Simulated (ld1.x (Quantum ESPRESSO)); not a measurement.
**Configuration tests for vanadium (TM)**

vanadium, norm-conserving Troullier–Martins (Kleinman–Bylander form), made with ld1.x (Quantum ESPRESSO) 7.5 (LDA (PZ), scalar-relativistic). Core [Ne] 3s2, reference 3p6 3d3 4s1 4p0 (charge +1). Waves: 4s (bound): rc 2.90 bohr; 3p (bound): rc 1.35 bohr; 3d (bound): rc 1.70 bohr. Local part: all-electron potential smoothed inside 2.35 bohr (lloc = -1). Core correction: Bessel-smoothed model core, default radius (core density twice the valence density).

Energies are relative to the spin-unpolarised reference configuration 3p6 3d3 4s1 4p0; without spin polarisation the order of configurations can differ from experiment. Spin-polarised rows fill each open shell by Hund’s rule, majority spin first. The frozen-core shift is the all-electron ΔE with the core orbitals held at their reference shape minus the fully relaxed ΔE.

```
           valence configuration  charge  ΔE all-electron (eV)  error AE − PS (meV)  frozen-core shift (meV)
                 3p6 3d3 4s0 4p0      +2                14.545                  -12                     +1.3
                 3p6 3d2 4s0 4p0      +3                43.704                  -13                      +57
                 3p6 3d3 4s0 4p1      +1                 4.177                 -299                     +0.2
                 3p6 3d2 4s2 4p0      +1                 3.277                  -18                      +30
                 3p6 3d4 4s1 4p0       0                -7.400                  -21                      +11
                 3p6 3d1 4s0 4p0      +4                89.836                  +11                     +322
3p6 3d3 4s1 4p0 (spin-polarised)      +1                -2.369                  +96                     +2.8
3p6 3d3 4s2 4p0 (spin-polarised)       0                -9.569                 +102                     +2.5
```

(1) What are ΔE and the potential's error for 3p6 3d3 4s2 4p0?

Levels in the configuration 3p6 3d3 4s0 4p0:

```
level  all-electron (eV)  pseudo (eV)
   3p            -60.571      -60.482
   3d            -21.585      -21.547
```

Answers

(1) ΔE = -7.941 eV all-electron; the error (AE − PS) is +1.2 meV.

These tests converged, but a pseudo level misses the all-electron one widely, so the file describes the atom poorly there or has found another state: 3p6 3d1 4s0 4p0: empty 4s by 4.2 eV (a node warning on the way). A variational frozen-core shift is positive and of second order in the change. This column holds negative values, so the frozen-core run of ld1.x carries numerical noise or an error of first order here, and the column gives no more than the rough size of the effect.
